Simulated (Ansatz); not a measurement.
Reactions of `S[SiH](Cl)Cl`.

Calculated with Ansatz (gas phase, PBE0-D4/def2-TZVP geometries, no zero-point term in ΔE). CBS: MP2 limit from def2 TZ/QZ plus the TZ coupled-cluster correction, frozen cores. This one scheme is used for every species. No spin–orbit coupling; open shells (•) take unrestricted orbitals. def2 core potentials past Kr. For Ga, I outer-core shells are correlated without core-valence functions, which leaves a few kJ/mol of doubt a bond. Scalar relativity is left out up to krypton. One conformer a species, not always the lowest.

Order these by ΔE at CCSD(T)/CBS, lowest first. (Estimate.)
A. `S[SiH](Cl)Cl` + `[SiH3]`• → `S[Si](Cl)Cl`• + SiH₄
B. `S[SiH](Cl)Cl` → Cl₂ + `[SiH]S`
C. `S[SiH](Cl)Cl` + HI → `Cl[SiH](Cl)I` + H₂S
D. `S[SiH](Cl)Cl` → `Cl[Si]Cl` + H₂S
E. `S[SiH](Cl)Cl` + CH₃NH₂ → `CN[SiH](S)Cl` + HCl
F. `S[SiH](Cl)Cl` + `[OH][GaH2]` → `S[SiH](Cl)[O][GaH2]` + HCl

F (-34.5 kJ/mol), C (-23.1 kJ/mol), A (-5.7 kJ/mol), E (+22.7 kJ/mol), D (+205.9 kJ/mol), B (+529.9 kJ/mol).

Largest T1 diagnostic: 0.016, for `[SiH]S`.
